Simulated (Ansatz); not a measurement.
Reaction (cleavage of the Si–Al bond): `[CH3][Al]([OH])[SiH3]` + `NC(N)S` → `NC(S)N[SiH3]` + `[CH3][AlH][OH]`

Gas-phase electronic energies from Ansatz, PBE0-D4/def2-TZVP geometries. CCSD(T)/CBS adds triple-zeta CCSD(T) − MP2 to the extrapolated MP2 energy (def2 sets, frozen cores). Functionals use def2-TZVPP. B3LYP here is the variant with VWN-RPA as its local correlation; programs differ in this. HSE06 is defined as in plane-wave codes. One conformer a species, not always the lowest.

| level | ΔE (kJ/mol) | difference from CCSD(T)/CBS |
| --- | --- | --- |
| PBE-D4 | -22.7 | 19.2 |
| B97M-V | -47.1 | -5.2 |
| HSE06-D4 | -28.0 | 13.9 |
| CAM-B3LYP-D4 | -48.3 | -6.4 |
| B3LYP | -37.2 | 4.7 |
| HSE06 | -25.0 | 16.9 |
| CCSD/def2-SVP | -43.0 | -1.1 |
| CCSD(T)/def2-SVP | -42.6 | -0.7 |
| HF/def2-TZVPP | -52.1 | -10.2 |
| MP2/CBS(def2) | -53.2 | -11.3 |
| CCSD(T)/CBS | -41.9 | 0 |

(1) What do rigid-rotor, harmonic-oscillator terms from PBE0-D4/def2-TZVP frequencies (298.15 K, 1 bar) make of the CCSD(T)/CBS value? (Best estimate.)

Largest T1 diagnostic among the species: 0.013.

## Answers

(1) Computed: ΔZPE = -8.3 kJ/mol, ΔH = -51.9 kJ/mol, ΔS = -19 J/(mol·K), ΔG = -46.3 kJ/mol. Modes under 50 cm⁻¹ make the entropy rough.

From BLYP to BHLYP (50 % exact exchange), in def2-TZVPP and without D4, ΔE moves by −13.4 kJ/mol. Leaving LDA and LC-ωPBE aside and taking each functional with its dispersion term where it has one, the values, not all of them listed here, spread over 26.5 kJ/mol, from BHLYP-D4 to PBE-D4. LDA lies −9.6 kJ/mol from PBE without D4. The D4 term adds −6.0 kJ/mol with B3LYP and −3.2 kJ/mol with PBE0; it sums over pairs of atoms, weighted by their polarisabilities, and B3LYP, whose exchange is more repulsive, gets the larger term.
